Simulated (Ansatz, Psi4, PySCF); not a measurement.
C$_{2}$H$_{6}$N, doublet, geometry from GFN2-xTB. Base run: MP2/6-31G* (PySCF).

PySCF was given this input:
```python
from pyscf import gto, scf, mp

mol = gto.Mole()
mol.atom = '''
    C    -1.24102663    0.21832096    0.05808953
    C     0.04187806   -0.52789987    0.05079988
    N     1.22703780    0.19702767   -0.12900707
    H    -2.03841948   -0.41392474    0.44464473
    H    -1.16376074    1.10673607    0.68627095
    H    -1.54178267    0.55252764   -0.94477418
    H     0.06280098   -1.52863019   -0.34799316
    H     1.22149345    1.09300043    0.34134908
    H     2.06529520   -0.33142950    0.07021572
'''
mol.basis = '6-31g*'
mol.spin = 1
mol.verbose = 4
mol.build()

mf = scf.UHF(mol)
mf.kernel()

pt = mp.MP2(mf)
pt.kernel()
print('E(MP2) = %.10f' % pt.e_tot)
```

The same geometry, method and basis name were run in Ansatz (a program for electronic structure) and Psi4 and PySCF, at each program's defaults and at the settings that a row names. The base is PySCF at its defaults. Differences at the defaults can come from grids, fitting, cores and function types together.

```
code and settings                                                                                     ΔE vs base (mEh)  basis functions      E (Eh)  SCF cycles
----------------------------------------------------------------------------------------------------  ----------------  ---------------  ----------  ----------
PySCF, defaults (exact integrals, spherical functions, all electrons correlated)                                 0.000               54  -134.03236          12
Psi4, defaults (density fitting with its default set, Cartesian functions, all electrons correlated)           -10.387               57  -134.04275          15
Ansatz, defaults (factorised integrals, Cartesian functions, frozen core)                                        2.009               57  -134.03035           -
PySCF, frozen core                                                                                               6.778               54  -134.02559          12
Psi4, exact integrals, spherical functions, frozen core                                                          6.778               54  -134.02559          15
Ansatz, high accuracy, frozen core, Cartesian functions as the basis file defines them                           2.004               57  -134.03036           -
```

Open shells are given as the SCF converged; they aren't shown to be the lowest states, and a large step between rows can be another state.
